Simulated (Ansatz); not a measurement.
Job for Ansatz (a quantum-chemistry and plane-wave program): U-B3LYP/cc-pVTZ on BrGaH2 (SMILES [GaH2][Br]), a point of a bond scan (R = 1.713 Å).

Ansatz 0.2 input:
```yaml
crystal:
  periodic: [false, false, false]
  atoms:
    - {symbol: Ga, position_ang: [-0.62727121, -0.97642227, 0.15641510]}
    - {symbol: H, position_ang: [-0.01485994, -2.05770416, 1.33580113]}
    - {symbol: H, position_ang: [-1.89600936, -1.10175241, -0.73821097]}
    - {symbol: Br, position_ang: [0.61177002, 0.95229282, -0.15254975]}
basis:
  gaussian:
    orbitals: cc-pVTZ
hamiltonian:
  xc: {name: B3LYP}
magnetization: {spin_polarized: true, initial_magnetization: 0}
```

It printed:

```
WARN ansatz: RAYON_NUM_THREADS=1 ignored (pool sized by the plan → 1); use --threads N
Functional definition: B3LYP
integrals: 0.06 GiB planned
719 factors; integrals over basis functions are off by at most 1.6e-3 eV
mean field: 0.77 GiB planned
mean field evaluation 1: about -122461.4686 eV, gradient 1.6e1 eV
mean field evaluation 2: about -122461.3574 eV, gradient 1.8e1 eV
mean field evaluation 4: about -122462.3837 eV, gradient 6.1e-1 eV
mean field evaluation 8: about -122462.3983 eV, gradient 4.1e-2 eV
mean field evaluation 16: about -122462.3983 eV, gradient 1.8e-5 eV
mean field -122462.39827788 eV, -4500.4101287170 hartree, gradient 1.8e-5 eV, S^2 0.000000; 0 other end points of the search recorded, 0 dependent functions left out
reference -122462.39850538 eV, -4500.4101370777 hartree; 34, 34 occupied and 80, 80 virtual orbitals, 719 factors
Total energy: -122462.39850538 eV, -4500.4101370777 hartree
```

The run converged.

Cost: around 10 core-seconds (rough).
